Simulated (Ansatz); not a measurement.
`C[SiH]1[CH2][GeH2]1` + HCl → `Cl[SiH]1[CH2][GeH2]1` + CH₄  (ligand exchange at the Si–C bond)

Gas-phase electronic energies from Ansatz, PBE0-D4/def2-TZVP geometries. CCSD(T)/CBS is the MP2 limit (def2-TZVPP, def2-QZVPP) plus CCSD(T) − MP2 in def2-TZVPP, frozen cores. This one scheme is used for every species. Functionals use def2-TZVPP. For Ge outer-core shells are correlated without core-valence functions, which leaves a few kJ/mol of doubt a bond. Scalar relativity is left out up to krypton.

Is it downhill or uphill in electronic energy at CCSD(T)/CBS, and by how much? (An estimate is asked.)

Ansatz gave: Downhill: ΔE = -22.9 kcal/mol.

What do these levels give: r2SCAN-D4, ωB97M-V, PBE0, SCS-MP2/def2-TZVPP, HF/def2-QZVPP, SCS-MP2/def2-QZVPP? (Estimate.)

Computed: r2SCAN-D4 -24.0, ωB97M-V -23.2, PBE0 -23.2, SCS-MP2/def2-TZVPP -23.3, HF/def2-QZVPP -25.3, SCS-MP2/def2-QZVPP -23.7 kcal/mol.

Largest T1 diagnostic among the species: 0.011.

In def2-TZVPP, CCSD(T) changes the Hartree–Fock value by +3.2 kcal/mol (the triples alone add +0.1 kcal/mol) and MP2 by +2.2 kcal/mol.
